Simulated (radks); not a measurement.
Ionisation of the xenon ion Xe33+, [Ar] 3d3, to [Ar] 3d2 as the strength of local exchange is varied. Method: Dirac Kohn-Sham, Slater X-alpha exchange (alpha = 2/3 is LDA exchange), no correlation, spin-unpolarised, spherical densities, point nucleus; open shells are shared between the two j in proportion to 2j + 1; computed with a radial shooting solver on a logarithmic mesh with Libxc functionals.

alpha  E(Xe33+) (hartree)  exchange (hartree)  IE (eV)  -e of the level emptied (eV)  <r> of it (bohr)
0.667         -6660.54314          -123.34122   2101.7                2049.2 (3d5/2)            0.2512
0.754         -6676.64493          -139.66859   2114.8                2062.2 (3d5/2)            0.2505
0.766         -6678.86804          -141.92498   2116.6                2064.0 (3d5/2)            0.2504
0.973         -6717.29934          -181.01339   2148.0                2095.3 (3d5/2)            0.2487
0.979         -6718.41563          -182.15105   2148.9                2096.2 (3d5/2)            0.2486

NIST Atomic Spectra Database: 2113 +/- 5 eV (theoretical). The Delta-SCF value meets it near alpha = 0.74. Spin polarisation and multiplet splitting are left out, so open shells lie too high by an amount that depends on their filling. Sharing an open shell by 2j + 1 raises it above the true ground level by a part of the spin-orbit splitting, which enters the differences from NIST.

Beside tabulated values, note that spin-unpolarised runs miss the spin-polarisation part of the exchange energy of open shells.
